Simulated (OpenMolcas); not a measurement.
**N2+, P2+, As2+, Sb2+, Bi2+: ns2 np down the group**

* Program: OpenMolcas
* Method: SS-CASPT2, IPEA 0.25 Eh, imaginary shift 0.1 Eh
* Basis: ANO-R3
* Scalar Hamiltonian: X2C, finite nucleus
* Spin-orbit coupling: RASSI with atomic mean-field integrals over the reference wave functions, term energies averaged over their components

Active space for each ion: 3 electrons in 4 orbitals (s p); closed shells correlated by CASPT2: N2+ 1s; P2+ 2s 2p; As2+ 3d; Sb2+ 4d; Bi2+ 5d.

Computed levels in cm-1 above 2P* 1/2:

```tsv
Level	N2+	P2+	As2+	Sb2+	Bi2+
2P* 3/2	158	495	2610	5730	17860
weight of 2P* in the lowest level (%)	100	100	100	100	100
```

Measured, with the error of the calculation in %. Measured levels: N2+ from Moore, Selected Tables of Atomic Spectra, NSRDS-NBS 3, section 5; P2+ from Martin, Zalubas and Musgrove, J. Phys. Chem. Ref. Data 14, 751 (1985); As2+ from Moore, Atomic Energy Levels, vol. II, NSRDS-NBS 35 (1971 reprint of NBS Circular 467, 1952); Sb2+, Bi2+ from Moore, Atomic Energy Levels, vol. III, NSRDS-NBS 35 (1971 reprint of NBS Circular 467, 1958).

```tsv
Level	N2+	P2+	As2+	Sb2+	Bi2+
2P* 3/2	174 (-9.6)	559 (-11.4)	2940 (-11.1)	6576 (-12.9)	20788 (-14.1)
```

The fine-structure level 2P* 3/2 changes by a factor of 113 from N2+ to Bi2+.

Over all roots computed the reference weight is 0.87 to 0.98 in P2+, 0.88 to 0.96 in As2+, 0.85 to 0.94 in Sb2+, 0.84 to 0.93 in Bi2+; the roots of lowest weight are the least certain, and an intruder state may touch them. Computed and measured levels are paired by configuration, term and J; levels that our copy of the source lacks, or whose pairing is in doubt (as where it misses far off the trend of its configuration), stay unpaired and out of the deviations. Only configurations of the active space appear.

* marks odd parity.
